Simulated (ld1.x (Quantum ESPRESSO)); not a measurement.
**How hard is this silver (Ag) TM potential?**

```
Element                 : silver (Ag)
Generator               : ld1.x (Quantum ESPRESSO) 7.5
Type                    : norm-conserving Troullier–Martins (Kleinman–Bylander form)
Functional              : PBEsol
Relativity              : scalar-relativistic
Frozen core             : [Ar] 3d10 4s2
Valence charge          : 17
Reference configuration : 4p6 4d9 5s0 5p0 (charge +2)
Partial waves           : 5s (bound, empty): rc 1.70 bohr; 4p (bound): rc 1.10 bohr; 4d (bound): rc 1.80 bohr
Local potential         : the d channel
Core correction         : none
```

The pseudo-atom Hamiltonian at the reference potential is diagonalised in spherical Bessel functions j_l(qr) that vanish at 20 bohr, with q² up to the cutoff. All-electron valence levels (Ry): 5s -1.5220, 4p -5.9466, 5p -1.0428, 4d -2.1231.

**Question.** How do the lowest levels (Ry) of each channel move with the cutoff, and are there ghosts?

**Answer.**

```csv
cutoff (Ry),s #1,s #2,s #3,p #1,p #2,p #3,d #1,f #1,Σ f·Δε (mRy)
8,-1.7105,-0.5874,-0.2961,-3.9123,-0.8061,-0.3525,-0.9327,-0.2792,22919.0
21,-6.0128,-1.5043,-0.5484,-5.7546,-1.0095,-0.4082,-1.6548,-0.2803,5365.9
45,-6.9367,-1.5201,-0.5508,-5.8778,-1.0323,-0.4148,-2.1053,-0.2807,572.5
70,-6.9374,-1.5211,-0.5512,-5.9328,-1.0360,-0.4157,-2.1229,-0.2807,84.6
120,-6.9390,-1.5218,-0.5514,-5.9444,-1.0375,-0.4160,-2.1230,-0.2807,13.6
230,-6.9396,-1.5220,-0.5514,-5.9466,-1.0377,-0.4161,-2.1230,-0.2807,0.4
400,-6.9396,-1.5220,-0.5514,-5.9466,-1.0377,-0.4161,-2.1230,-0.2807,0.0
```

Result: ghost state, extra bound levels that the all-electron valence spectrum of the same l lacks: s at -94.4 eV (a true bound ghost makes a file unfit for plane-wave use); 10 mRy is reached at 140 Ry and 1 mRy at 180 Ry.
